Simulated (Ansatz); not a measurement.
Born–Oppenheimer molecular dynamics of F3H2O2Ta (8 atoms, charge 0, multiplicity 1). It goes on from the last frame of an earlier run, with new velocities.

Theory: Ansatz, RHF/def2-SVP.

* ensemble: NVT, Nosé–Hoover chain
* time step: 0.5 fs
* steps asked: 250
* set temperature: 3000 K
* thermostat: time constant 300 fs, chain length 1
* seed: 373816

Frames 1 fs apart, positions in Å.

Velocities at 35 fs (Å/ps):

```
Ta -0.71 -2.06 1.88
O -4.76 11.41 3.05
H -28.15 -27.94 -43.66
F -1.72 0.94 -15.00
F 3.98 -2.00 -6.30
O 2.92 12.83 1.93
H 36.82 8.60 -20.38
F 5.62 1.33 2.58
```

```xyz
8
Properties=species:S:1:pos:R:3 time_fs=35 energy_less_start_eV=1.385 T=1238
Ta -0.095 0.118 -0.016
O 1.663 -0.177 0.004
H 2.349 -0.669 0.584
F 0.258 -0.281 1.701
F 0.162 -0.313 -1.899
O -1.052 1.702 0.049
H -1.673 2.506 -0.199
F -0.979 -1.486 0.235
8
Properties=species:S:1:pos:R:3 time_fs=36 energy_less_start_eV=1.212 T=1453
Ta -0.096 0.116 -0.014
O 1.661 -0.167 0.007
H 2.309 -0.688 0.531
F 0.256 -0.280 1.687
F 0.165 -0.315 -1.905
O -1.050 1.716 0.051
H -1.623 2.499 -0.214
F -0.974 -1.485 0.237
8
Properties=species:S:1:pos:R:3 time_fs=37 energy_less_start_eV=1.158 T=1514
Ta -0.097 0.114 -0.013
O 1.662 -0.156 0.010
H 2.257 -0.694 0.471
F 0.254 -0.279 1.676
F 0.168 -0.316 -1.911
O -1.049 1.732 0.051
H -1.556 2.470 -0.220
F -0.970 -1.484 0.239
8
Properties=species:S:1:pos:R:3 time_fs=38 energy_less_start_eV=1.530 T=1052
Ta -0.098 0.112 -0.012
O 1.666 -0.144 0.012
H 2.213 -0.705 0.418
F 0.252 -0.277 1.669
F 0.171 -0.317 -1.916
O -1.048 1.748 0.052
H -1.490 2.446 -0.227
F -0.966 -1.484 0.240
8
Properties=species:S:1:pos:R:3 time_fs=39 energy_less_start_eV=1.581 T=989
Ta -0.099 0.109 -0.011
O 1.671 -0.131 0.011
H 2.197 -0.741 0.387
F 0.250 -0.276 1.665
F 0.173 -0.318 -1.920
O -1.046 1.761 0.054
H -1.450 2.464 -0.248
F -0.963 -1.484 0.241
8
Properties=species:S:1:pos:R:3 time_fs=40 energy_less_start_eV=1.263 T=1380
Ta -0.100 0.107 -0.010
O 1.677 -0.116 0.009
H 2.205 -0.800 0.375
F 0.247 -0.274 1.664
F 0.174 -0.318 -1.924
O -1.041 1.771 0.057
H -1.435 2.530 -0.289
F -0.961 -1.486 0.241
8
Properties=species:S:1:pos:R:3 time_fs=41 energy_less_start_eV=1.350 T=1277
Ta -0.101 0.105 -0.010
O 1.685 -0.100 0.006
H 2.218 -0.860 0.366
F 0.245 -0.273 1.667
F 0.174 -0.318 -1.927
O -1.036 1.780 0.060
H -1.426 2.607 -0.333
F -0.960 -1.487 0.240
8
Properties=species:S:1:pos:R:3 time_fs=42 energy_less_start_eV=1.558 T=1018
Ta -0.103 0.102 -0.009
O 1.696 -0.086 0.003
H 2.221 -0.900 0.351
F 0.242 -0.271 1.673
F 0.174 -0.318 -1.929
O -1.031 1.790 0.063
H -1.406 2.664 -0.366
F -0.960 -1.490 0.239
8
Properties=species:S:1:pos:R:3 time_fs=43 energy_less_start_eV=1.466 T=1138
Ta -0.104 0.100 -0.010
O 1.711 -0.072 0.000
H 2.207 -0.910 0.326
F 0.240 -0.269 1.683
F 0.173 -0.317 -1.931
O -1.026 1.801 0.064
H -1.371 2.686 -0.382
F -0.961 -1.493 0.238
8
Properties=species:S:1:pos:R:3 time_fs=44 energy_less_start_eV=1.081 T=1625
Ta -0.105 0.098 -0.010
O 1.728 -0.060 -0.003
H 2.178 -0.890 0.291
F 0.237 -0.268 1.696
F 0.172 -0.316 -1.931
O -1.022 1.813 0.064
H -1.320 2.670 -0.379
F -0.963 -1.497 0.235
8
Properties=species:S:1:pos:R:3 time_fs=45 energy_less_start_eV=0.831 T=1938
Ta -0.107 0.096 -0.011
O 1.748 -0.049 -0.007
H 2.143 -0.852 0.251
F 0.234 -0.266 1.711
F 0.170 -0.315 -1.931
O -1.018 1.827 0.063
H -1.260 2.628 -0.362
F -0.966 -1.502 0.233
8
Properties=species:S:1:pos:R:3 time_fs=46 energy_less_start_eV=1.038 T=1689
Ta -0.108 0.095 -0.012
O 1.767 -0.037 -0.011
H 2.116 -0.821 0.217
F 0.231 -0.264 1.728
F 0.167 -0.314 -1.930
O -1.013 1.838 0.062
H -1.201 2.590 -0.347
F -0.969 -1.507 0.230
```

Of the whole run (125 fs, mean temperature of the second half 1867 K): The conserved energy stayed within 2.5 meV per atom of its start (net change 1.1 meV per atom), so the integration is sound. The mean temperature of the second half is 38 % below the set value. A run of 0.12 ps of so small a system gives no equilibrium averages.

Time of the run: 6 min on 2 threads of Arm Neoverse V2, on a shared host, peak memory 0.23 GiB.
